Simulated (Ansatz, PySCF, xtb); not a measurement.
Complex: NH3 (SMILES N) (first 4 atoms) with C2H6O (SMILES COC); geometry from B3LYP-D3(BJ)/def2-TZVP, rigid monomers moved along the line of their centres of mass till H4···O6 is 3.95 Å.
(charge 0, multiplicity 1):
```xyz
13

N      0.4980    -0.0204     0.1666
H     -0.0370     0.5695    -0.4604
H      0.6913    -0.8832    -0.3290
H     -0.0986    -0.2479     0.9576
C     -0.5978     1.1964     5.0478
O     -0.7228    -0.1995     4.8545
C      0.4434    -0.8986     5.2450
H      0.2225     1.6059     4.4471
H     -0.4196     1.4336     6.1041
H     -1.5360     1.6525     4.7350
H      1.3098    -0.5825     4.6526
H      0.2584    -1.9584     5.0756
H      0.6610    -0.7392     6.3085
```

Interaction energies are E(AB) − E(A) − E(B) at the monomers' geometry in the complex; basis-set methods are counterpoise corrected.

Cores are frozen in the correlated methods.

The values were computed with Ansatz (a first-principles code) with Gaussian orbitals; PySCF for the dispersion terms; xtb for the GFN methods. 

**Question.** What interaction energy does GFN2-xTB give?

**Answer.** -0.8 kcal/mol
